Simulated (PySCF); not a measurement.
Species: C2H11GeNSi2.
Numbering: `[CH3:1]/[N:2]=[CH:3]\[SiH2:4][SiH2:5][GeH3:6]` (hydrogens: H7, H8, H9 on C1; H10 on C3; H11, H12 on Si4; H13, H14 on Si5; H15, H16, H17 on Ge6)

Geometry (PBE0-D3(BJ)/def2-SVP, Å), atoms numbered from 1 in this order:
```xyz
17
C2H11GeNSi2 angstrom
C      1.5852    0.5861    1.5747
N      1.6631    1.2599    0.3134
C      1.1345    0.7568   -0.7248
Si     0.1704   -0.8856   -0.9477
Si    -2.0748   -0.5678   -0.3406
Ge    -2.2629    0.1819    1.9152
H      2.6031    0.4277    1.9666
H      1.0761    1.2430    2.2984
H      1.0597   -0.3904    1.5581
H      1.2271    1.3570   -1.6493
H      0.2559   -1.2264   -2.4013
H      0.7468   -2.0209   -0.1625
H     -2.8381   -1.8453   -0.5116
H     -2.6822    0.4624   -1.2421
H     -1.5557    1.5410    2.0749
H     -3.7414    0.3451    2.3150
H     -1.6012   -0.8292    2.8715
```

Theory: core-valence-separated Tamm–Dancoff BHandHLYP/aug-pcX-1 (pcseg-1 on H, def2-SVPD on Ge, def2-SVPD on Si) in PySCF, non-relativistic, gas phase, PBE0-D3(BJ)/def2-SVP geometry. BHandHLYP without relativity tends to put these K edges a few eV too low, so spacings mean more than positions.

The lowest roots of each edge with f over 0.003 (five at most, numbered afresh; weaker and dark ones are left out), with transition dipoles (au) in the frame of the coordinates:

| root | edge | E (eV) | μx | μy | μz |
| --- | --- | --- | --- | --- | --- |
| 1 | C | 282.53 | 0.0790 | -0.0425 | -0.0201 |
| 2 | C | 286.21 | -0.0005 | 0.0252 | -0.0331 |
| 3 | C | 286.37 | 0.0265 | 0.0296 | 0.0253 |
| 4 | C | 286.75 | -0.0288 | -0.0562 | -0.0260 |
| 5 | C | 286.93 | -0.0234 | -0.0565 | 0.0340 |
| 6 | N | 395.81 | -0.0686 | 0.0383 | 0.0167 |
| 7 | N | 401.55 | 0.0015 | 0.0132 | -0.0264 |

Task: What are the oscillator strengths?

Result: f = (2/3) ΔE |μ|², with ΔE in hartree (27.2114 eV):

```csv
root,ΔE (Eh),|μ|² (au),f,core hole on
1,10.3828,0.008451,0.058,C3
2,10.5181,0.001731,0.012,C1
3,10.5239,0.002218,0.016,C3
4,10.5380,0.004664,0.033,C1
5,10.5446,0.004896,0.034,C3
6,14.5457,0.006452,0.063,N2
7,14.7567,0.000873,0.009,N2
```

Task: Molecules are fixed in this frame and the field points along (1, 1, 0)/√2. What effective strengths 3 f cos²θ do the roots have (θ between field and μ)?

Result: root 1 (C3): 0.014, root 2 (C1): 0.006, root 3 (C3): 0.033, root 4 (C1): 0.076, root 5 (C3): 0.067, root 6 (N2): 0.013, root 7 (N2): 0.003. Root 4 is the strongest. Averaged over all orientations cos²θ is 1/3, which gives f back.

 The BHandHLYP/aug-pcX-1 (pcseg-1 on H, def2-SVPD on Ge, def2-SVPD on Si) calculation is non-relativistic and has no spin–orbit coupling, an omission that weighs most on germanium.

Hardware: one thread, Arm Neoverse V2 (aarch64) (shared host). Cost: 23 s, 1.0 GiB resident at most.

One conformer stands for the species.
